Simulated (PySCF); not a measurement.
Calculation: PBE-D3(BJ)/def2-TZVP // B3LYP-D3(BJ)/def2-TZVP run with PySCF 2.14.0. Isolated molecules, 0 K electronic values unless said otherwise. 

Reference species (SMILES): `Cl[Si](Cl)Cl` (neutral, multiplicity 2).

| Item | Result |
|---|---|
| dipole moment | 0.49 D |

Changed species: `Cl[SiH]Cl` (radical fragment; the reference has radical fragment).

What does the change do to the dipole moment?

the dipole moment rises by 0.46 D, to 0.95 D.
